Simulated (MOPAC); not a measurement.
Input for MOPAC: AM1 on C2H5NO (SMILES CNC=O).

```
AM1 1SCF PRECISE CHARGE=0 THREADS=1
C2H5NO

C     -1.12404353 1     0.01672368 1     0.00172860 1
N      0.23174372 1    -0.43919653 1     0.24123444 1
C      1.32922407 1     0.25231461 1    -0.15250637 1
O      1.32056539 1     1.31340650 1    -0.73962828 1
H     -1.67464615 1    -0.69498601 1    -0.61660589 1
H     -1.06461065 1     0.96774621 1    -0.52142121 1
H     -1.66175900 1     0.16078712 1     0.94091242 1
H      0.37843821 1    -1.31094538 1     0.72154656 1
H      2.26508794 1    -0.26585022 1     0.12473971 1
```

The log:

```
*******************************************************************************
 **                                                                           **
 **                              MOPAC v23.2.5                                **
 **                                                                           **
 *******************************************************************************
 ** MOPAC's Digital Object Identifier: https://doi.org/10.5281/zenodo.6511958 **
 **                                                                           **
 ** Please cite the open-source release paper for use of this MOPAC version:  **
 ** J. E. Moussa and J. J. P. Stewart (2026)                                  **
 ** MOPAC: An open-source semiempirical molecular orbital program             **
 ** J. Open Source Softw., 11(119), 8025, https://doi.org/10.21105/joss.08025 **
 *******************************************************************************

                              AM1 CALCULATION RESULTS

 *******************************************************************************
 *  AM1        - The AM1 Hamiltonian to be used
 *
 *
 *
 *                 CHARGE ON SYSTEM = 0
 *
 *
 *
 *  PRECISE    - TIGHTER CRITERIA TO BE USED
 *  1SCF       - DO 1 SCF AND THEN STOP
 *  THREADS=1  - MULTI-THREADING NOT USED
 *  T=         - A TIME OF 172800.0 SECONDS REQUESTED
 *  DUMP=N     - RESTART FILE WRITTEN EVERY 7200.0 SECONDS REQUESTED
 *******************************************************************************
AM1 1SCF PRECISE CHARGE=0 THREADS=1
 C2H5NO

   ATOM   CHEMICAL          X               Y               Z
  NUMBER   SYMBOL      (ANGSTROMS)     (ANGSTROMS)     (ANGSTROMS)

     1       C         -1.12404353  *   0.01672368  *   0.00172860  *
     2       N          0.23174372  *  -0.43919653  *   0.24123444  *
     3       C          1.32922407  *   0.25231461  *  -0.15250637  *
     4       O          1.32056539  *   1.31340650  *  -0.73962828  *
     5       H         -1.67464615  *  -0.69498601  *  -0.61660589  *
     6       H         -1.06461065  *   0.96774621  *  -0.52142121  *
     7       H         -1.66175900  *   0.16078712  *   0.94091242  *
     8       H          0.37843821  *  -1.31094538  *   0.72154656  *
     9       H          2.26508794  *  -0.26585022  *   0.12473971  *



          CARTESIAN COORDINATES

    NO.       ATOM           X           Y           Z

     1         C         -1.1240      0.0167      0.0017
     2         N          0.2317     -0.4392      0.2412
     3         C          1.3292      0.2523     -0.1525
     4         O          1.3206      1.3134     -0.7396
     5         H         -1.6746     -0.6950     -0.6166
     6         H         -1.0646      0.9677     -0.5214
     7         H         -1.6618      0.1608      0.9409
     8         H          0.3784     -1.3109      0.7215
     9         H          2.2651     -0.2659      0.1247

  H: (AM1): M.J.S. DEWAR ET AL, J. AM. CHEM. SOC. 107 3902-3909 (1985)
  C: (AM1): M.J.S. DEWAR ET AL, J. AM. CHEM. SOC. 107 3902-3909 (1985)
  N: (AM1): M.J.S. DEWAR ET AL, J. AM. CHEM. SOC. 107 3902-3909 (1985)
  O: (AM1): M.J.S. DEWAR ET AL, J. AM. CHEM. SOC. 107 3902-3909 (1985)

           Empirical Formula: C2 H5 N O  =     9 atoms



      MOLECULAR POINT GROUP   :   Cs


      RHF CALCULATION, NO. OF DOUBLY OCCUPIED LEVELS = 12


 -------------------------------------------------------------------------------
 AM1 1SCF PRECISE CHARGE=0 THREADS=1
 C2H5NO



     1SCF WAS SPECIFIED, SO BFGS WAS NOT USED
     SCF FIELD WAS ACHIEVED


                              AM1 CALCULATION
                                                       MOPAC v23.2.5 Linux




          FINAL HEAT OF FORMATION =        -38.08237 KCAL/MOL =    -159.33664 KJ/MOL


          COSMO AREA              =         95.80 SQUARE ANGSTROMS
          COSMO VOLUME            =         78.25 CUBIC ANGSTROMS

          IONIZATION POTENTIAL    =         10.136055 EV
          HOMO LUMO ENERGIES (EV) =        -10.136  1.729
          NO. OF FILLED LEVELS    =         12
          MOLECULAR WEIGHT        =         59.0676         POINT GROUP:  Cs

          MOLECULAR DIMENSIONS (Angstroms)

            Atom       Atom       Distance
            H     9    H     7     4.03340
            H     8    O     4     3.00583
            H     9    H     5     1.72924


          SCF CALCULATIONS        =          1





   ATOM   CHEMICAL          X               Y               Z
  NUMBER   SYMBOL      (ANGSTROMS)     (ANGSTROMS)     (ANGSTROMS)

     1       C         -1.12404353  *   0.01672368  *   0.00172860  *
     2       N          0.23174372  *  -0.43919653  *   0.24123444  *
     3       C          1.32922407  *   0.25231461  *  -0.15250637  *
     4       O          1.32056539  *   1.31340650  *  -0.73962828  *
     5       H         -1.67464615  *  -0.69498601  *  -0.61660589  *
     6       H         -1.06461065  *   0.96774621  *  -0.52142121  *
     7       H         -1.66175900  *   0.16078712  *   0.94091242  *
     8       H          0.37843821  *  -1.31094538  *   0.72154656  *
     9       H          2.26508794  *  -0.26585022  *   0.12473971  *

                             CARTESIAN COORDINATES

   1    C       -1.124043530     0.016723680     0.001728600
   2    N        0.231743720    -0.439196530     0.241234440
   3    C        1.329224070     0.252314610    -0.152506370
   4    O        1.320565390     1.313406500    -0.739628280
   5    H       -1.674646150    -0.694986010    -0.616605890
   6    H       -1.064610650     0.967746210    -0.521421210
   7    H       -1.661759000     0.160787120     0.940912420
   8    H        0.378438210    -1.310945380     0.721546560
   9    H        2.265087940    -0.265850220     0.124739710


           Empirical Formula: C2 H5 N O  =     9 atoms



      MOLECULAR POINT GROUP   :   Cs


                  EIGENVALUES
 -39.76088 -35.68193 -28.31193 -22.27822 -19.07257 -16.82668 -15.83996 -14.82267
 -13.93006 -13.20705 -10.86204 -10.13605   1.72947   2.22828   3.68277   4.22079
   4.33483   4.74919   5.23022   6.14325   7.13738


              NET ATOMIC CHARGES AND DIPOLE CONTRIBUTIONS

  ATOM NO.   TYPE          CHARGE      No. of ELECS.   s-Pop       p-Pop
    1          C          -0.073329        4.0733     1.21283     2.86050
    2          N          -0.409594        5.4096     1.47137     3.93822
    3          C           0.270087        3.7299     1.22517     2.50474
    4          O          -0.356481        6.3565     1.90788     4.44860
    5          H           0.069085        0.9309     0.93092
    6          H           0.108067        0.8919     0.89193
    7          H           0.069163        0.9308     0.93084
    8          H           0.224764        0.7752     0.77524
    9          H           0.098237        0.9018     0.90176
 DIPOLE           X         Y         Z       TOTAL
 POINT-CHG.    -0.780    -2.279     1.269     2.722
 HYBRID        -0.041    -0.604     0.333     0.691
 SUM           -0.821    -2.883     1.602     3.398


          ATOMIC ORBITAL ELECTRON POPULATIONS

     Atom    s        px        py        pz
    1  C   1.21283   0.83129   1.01886   1.01034
    2  N   1.47137   1.07060   1.25656   1.61106
    3  C   1.22517   0.86407   0.85594   0.78473
    4  O   1.90788   1.86454   1.20246   1.38160
    5  H   0.93092
    6  H   0.89193
    7  H   0.93084
    8  H   0.77524
    9  H   0.90176

 **********************
 *                    *
 * JOB ENDED NORMALLY *
 *                    *
 **********************




 == MOPAC DONE ==
```

The run finished.

Cost: about 0.020 core-seconds (a rough figure).
